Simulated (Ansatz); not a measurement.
A run on C4H16N4Sn (`C[NH][Sn]([NH]C)([NH]C)[NH]C`) with other settings.

```yaml
crystal:
  periodic: [false, false, false]
  atoms:
    - {symbol: C, position_ang: [-3.109627, 0.925938, -0.693105]}
    - {symbol: N, position_ang: [-1.768844, 0.919601, -1.251349]}
    - {symbol: Sn, position_ang: [-0.156034, 0.285622, -0.167865]}
    - {symbol: N, position_ang: [1.249182, -0.106762, -1.549803]}
    - {symbol: C, position_ang: [2.640603, 0.017905, -1.197283]}
    - {symbol: N, position_ang: [0.286812, 1.430111, 1.352130]}
    - {symbol: C, position_ang: [1.395892, 1.107261, 2.260813]}
    - {symbol: N, position_ang: [-0.461608, -1.511604, 0.706922]}
    - {symbol: C, position_ang: [-0.694903, -2.730155, -0.096869]}
    - {symbol: H, position_ang: [-3.219430, -0.059127, -0.199393]}
    - {symbol: H, position_ang: [-3.253518, 1.690328, 0.041151]}
    - {symbol: H, position_ang: [-3.789920, 0.980442, -1.449072]}
    - {symbol: H, position_ang: [-1.506349, 1.855410, -1.715183]}
    - {symbol: H, position_ang: [1.132927, 0.349199, -2.373379]}
    - {symbol: H, position_ang: [3.395911, -0.421148, -1.981331]}
    - {symbol: H, position_ang: [2.941810, -0.582494, -0.256088]}
    - {symbol: H, position_ang: [3.038346, 1.051577, -0.993314]}
    - {symbol: H, position_ang: [0.273235, 2.403246, 1.171358]}
    - {symbol: H, position_ang: [1.177383, 1.543186, 3.305179]}
    - {symbol: H, position_ang: [2.393583, 1.347112, 1.980369]}
    - {symbol: H, position_ang: [1.330969, -0.013878, 2.470153]}
    - {symbol: H, position_ang: [-1.075447, -1.488744, 1.450720]}
    - {symbol: H, position_ang: [-1.711613, -2.795961, -0.463142]}
    - {symbol: H, position_ang: [0.016959, -2.709809, -0.940654]}
    - {symbol: H, position_ang: [-0.434307, -3.660199, 0.452308]}
basis:
  gaussian: {orbitals: def2-mTZVPP}
hamiltonian: {xc: {name: PBE-QIDH}}
scf: {lower_state_search: light}
output: {forces: true}
```

```sh
$ ansatz run in.yaml --threads 4 --pin off --events-out ev --progress --plain --max-ram 46080MiB --backend cuda --devices 0, --max-vram 37GiB
```

Output, abridged:

```
Functional definition: PBE-QIDH
2766 factors; integrals over basis functions are off by at most 1.3e-3 eV
mean field evaluation 1: about -16153.7812 eV, gradient 7.3e1 eV
mean field evaluation 2: about -16153.9110 eV, gradient 7.4e1 eV
mean field evaluation 4: about -16164.6177 eV, gradient 5.0e0 eV
mean field evaluation 8: about -16164.6859 eV, gradient 4.3e-1 eV
mean field evaluation 16: about -16164.6863 eV, gradient 6.0e-4 eV
mean field -16164.68632769 eV, -594.0412657247 hartree, gradient 1.4e-6 eV, S^2 0.000000; 0 other end points of the search recorded, 0 dependent functions left out
12 core orbitals not correlated: weight in the atoms' cores, before any rotation towards them, 1.000 or more for the frozen orbitals, at most 0.000 for the correlated occupied ones
reference -16164.68634474 eV, -594.0412663511 hartree; 33, 33 occupied and 243, 243 virtual orbitals, 2766 factors
second order -47.27394776 eV of doubles, -0.00000000 eV of singles
Total energy: -16180.44432732 eV, -594.6203615300 hartree
Atom 0 at    -3.109627     0.925938    -0.693105 Å, force     2.489391    -1.450619     2.027767 eV/Å
Atom 1 at    -1.768844     0.919601    -1.251349 Å, force     1.499947     2.163964    -1.253551 eV/Å
Atom 2 at    -0.156034     0.285622    -0.167865 Å, force    -0.964640    -1.338674    -0.983771 eV/Å
Atom 3 at     1.249182    -0.106762    -1.549803 Å, force     1.286451    -1.377932     2.410325 eV/Å
Atom 4 at     2.640603     0.017905    -1.197283 Å, force     3.198246    -0.997677     0.857768 eV/Å
Atom 5 at     0.286812     1.430111     1.352130 Å, force     1.240932     0.339496     1.522409 eV/Å
Atom 6 at     1.395892     1.107261     2.260813 Å, force    -2.277614    -1.771808     2.564273 eV/Å
Atom 7 at    -0.461608    -1.511604     0.706922 Å, force     1.225538    -0.767344    -1.884098 eV/Å
Atom 8 at    -0.694903    -2.730155    -0.096869 Å, force     1.250062     0.273659     0.059400 eV/Å
Atom 9 at    -3.219430    -0.059127    -0.199393 Å, force    -0.261065     0.583144    -0.157430 eV/Å
Atom 10 at    -3.253518     1.690328     0.041151 Å, force    -0.385697     0.529489     0.462128 eV/Å
Atom 11 at    -3.789920     0.980442    -1.449072 Å, force    -2.087827     0.295291    -2.033324 eV/Å
Atom 12 at    -1.506349     1.855410    -1.715183 Å, force    -0.891322    -2.046259     1.012296 eV/Å
Atom 13 at     1.132927     0.349199    -2.373379 Å, force    -0.842138     1.487801    -2.968758 eV/Å
Atom 14 at     3.395911    -0.421148    -1.981331 Å, force    -1.807552     0.748891     1.068592 eV/Å
Atom 15 at     2.941810    -0.582494    -0.256088 Å, force    -0.949899     0.888086    -1.395139 eV/Å
Atom 16 at     3.038346     1.051577    -0.993314 Å, force    -0.639041    -0.708656    -0.245490 eV/Å
Atom 17 at     0.273235     2.403246     1.171358 Å, force    -0.150653     0.874907    -0.211792 eV/Å
Atom 18 at     1.177383     1.543186     3.305179 Å, force     0.460490    -0.330066    -1.664791 eV/Å
Atom 19 at     2.393583     1.347112     1.980369 Å, force     0.697856     0.385796    -0.564233 eV/Å
Atom 20 at     1.330969    -0.013878     2.470153 Å, force     0.355581     1.457574    -0.476487 eV/Å
Atom 21 at    -1.075447    -1.488744     1.450720 Å, force    -1.385162     0.178720     1.855204 eV/Å
Atom 22 at    -1.711613    -2.795961    -0.463142 Å, force    -0.166552    -0.160886    -0.191620 eV/Å
Atom 23 at     0.016959    -2.709809    -0.940654 Å, force    -0.575213     0.042619     0.212143 eV/Å
Atom 24 at    -0.434307    -3.660199     0.452308 Å, force    -0.320122     0.700485    -0.021820 eV/Å
Dipole moment:    -0.000777     0.427542     0.033582 e Å
```

Hardware: 4 threads of an AMD EPYC 7R13 on a shared host and a share of an NVIDIA H100 80 GB. Wall time 7 s, peak host memory 1.9 GiB.
